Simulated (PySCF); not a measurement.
# Working out the ionisation energy of Cu

Cu [Ar] 3d10 4s1 (2S) → Cu⁺ [Ar] 3d10 (1S). Calculation: PySCF 2.14, in x2c-QZVPPall (11s7p6d4f2g, 108 functions); scalar relativity by spin-free X2C-1e. Frozen: [Ne]. Energies in hartree (1 hartree = 27.21139 eV):

```tsv
part	Cu (lower)	Cu⁺ (upper)
UHF	-1653.190843	-1652.949017
MP2 opposite-spin	-0.601076	-0.576764
MP2 same-spin	-0.312233	-0.294008
```

What does Hartree-Fock give?

(-1652.949017) − (-1653.190843) = 0.241826 hartree = 6.580 eV.

What do MP2 and SCS-MP2 (6/5 opposite-spin, 1/3 same-spin) give?

The opposite-spin parts differ by 0.662 eV and the same-spin parts by 0.496 eV. MP2: 6.580 + (0.662) + (0.496) = 7.738 eV. SCS-MP2: 6.580 + 1.2 × (0.662) + (0.496)/3 = 7.540 eV.

Measured between the centres of the two terms (NIST): 7.726 eV, so MP2 (valence and next inner shell) is off by 0.012 eV.

What remains against the reference includes basis incompleteness, the frozen core and correlation beyond second order.
